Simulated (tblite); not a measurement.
Compound: C6H18BN.
Geometry (GFN2-xTB, Å), atoms numbered from 1 in this order:
```xyz
26
C6H18BN angstrom
B      2.190   -0.251   -1.114
N      1.139    0.290    0.037
C      1.571   -0.122    1.368
C     -0.285    0.035   -0.258
C     -1.221    0.920    0.578
C     -0.940    2.413    0.436
C     -0.628   -1.449   -0.109
C     -1.876   -1.842   -0.892
H      1.745    0.112   -2.161
H      2.265   -1.436   -1.028
H      3.227    0.285   -0.859
H      1.273    1.294   -0.042
H      0.959    0.319    2.158
H      2.606    0.182    1.506
H      1.530   -1.206    1.440
H     -0.408    0.304   -1.313
H     -2.240    0.726    0.240
H     -1.174    0.633    1.631
H     -1.732    2.986    0.914
H     -0.900    2.698   -0.613
H     -0.002    2.697    0.910
H     -0.774   -1.698    0.945
H      0.216   -2.024   -0.490
H     -2.043   -2.913   -0.811
H     -1.758   -1.595   -1.944
H     -2.761   -1.335   -0.515
```

Method: GFN2-xTB as coded in tblite; computed harmonic values from a numerical Hessian at the method's own geometry, unscaled. Against measured fundamentals such values can be off by several per cent, at times by over 20. Modes of hydrogen on boron can be 10 to 20 % off. One conformer, not necessarily the lowest.

Harmonic wavenumbers (cm⁻¹): 59.1, 68.9, 100.7, 190.6, 201.2, 206.8, 218.3, 229.4, 264.5, 283.9, 327.0, 364.9, 426.7, 456.7, 551.1, 662.1, 798.9, 816.1, 870.8, 890.2, 917.1, 957.5, 974.1, 1027.3, 1045.6, 1071.0, 1080.8, 1095.1, 1109.5, 1140.4, 1170.3, 1174.5, 1188.5, 1194.0, 1247.2, 1258.8, 1261.6, 1273.5, 1294.1, 1312.9, 1341.9, 1350.7, 1379.3, 1410.8, 1417.7, 1420.2, 1468.3, 1476.9, 1492.2, 1498.6, 1502.4, 1504.6, 1508.2, 1516.9, 2413.2, 2431.0, 2460.1, 2938.9, 2970.1, 2974.1, 2980.1, 3003.4, 3009.9, 3018.8, 3030.3, 3033.9, 3041.2, 3042.0, 3042.3, 3046.7, 3055.2, 3365.8.

A = 1858, B = 1675, C = 1119 MHz; mass 115.153 u (most abundant isotopes); point group C1, symmetry number 1.

Zero-point energy?

Half the sum of the wavenumbers: 51964 cm⁻¹ = 621.63 kJ/mol.

Entropy at 200 K, 1 bar (ideal gas, RRHO, classical rotation)?

Translation 159.75, rotation 115.99, vibration 87.68: S = 363.4 J/(mol K).

And Cp and H(200 K) − H(0)?

Cp = 133.21 J/(mol K), of which vibrations give 99.95 (their classical limit is 72 R = 598.6); H(200 K) − H(0) = 16.65 kJ/mol without the zero-point energy, 10.00 from vibrations.

Blend soft modes into free rotors: weight 1/[1 + (100 cm⁻¹/ν̃)⁴] for the oscillator and the rest for a rotor with moment μB/(μ + B), μ = h/(8π²ν), B = 10⁻⁴⁴ kg m². What vibrational entropy results?

83.09 J/(mol K) in place of 87.68, which changes −T·S at 200 K by +0.92 kJ/mol.

Which modes carry the vibrational entropy at 200 K?

59.1 cm⁻¹: 15.49; 68.9 cm⁻¹: 14.23; 100.7 cm⁻¹: 11.17; 190.6 cm⁻¹: 6.31; 201.2 cm⁻¹: 5.93; 206.8 cm⁻¹: 5.74 J/(mol K); the other 66 give 28.80 together.

What must be added to the electronic energy to get the Gibbs energy at 200 K and 1 bar?

ZPE + [H(200 K) − H(0)] − T·S = 621.63 + 16.65 − 72.68 = 565.60 kJ/mol.

Hindered rotation and anharmonicity are outside this model. Other conformers, if any are populated, would add a mixing term that is left out. The structure is chiral; the term R ln 2 for an equal mix with its mirror image is left out.
